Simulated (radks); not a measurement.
Task: Br2+, configuration [Ar] 3d10 4s2 4p2 7d1 (not the ground configuration). Method: scalar-relativistic Kohn-Sham, PBEsol, spin-unpolarised, spherical densities, finite nucleus; Fermi nuclear charge, rms radius 4.1629 fm; computed with a radial shooting solver on a logarithmic mesh with Libxc functionals. Some entries of the table are withheld. Estimate them.

| orbital | occ. | eigenvalue (hartree) | <r^2> (bohr^2) |
|---|---|---|---|
| 1s | 2 | -490.4115 | (1) |
| 2s | 2 | -64.98209 | 0.04241 |
| 2p | 6 | -57.49006 | 0.03352 |
| 3s | 2 | -10.05883 | 0.3499 |
| 3p | 6 | -7.69257 | 0.3724 |
| 3d | 10 | -3.77366 | 0.4270 |
| 4s | 2 | -1.90813 | 2.709 |
| 4p | 2 | -1.38269 | 3.548 |
| 7d | 1 | -0.12214 | (2) |

Result: 
(1) 1s <r^2> (bohr^2): 0.002463
(2) 7d <r^2> (bohr^2): 263.3
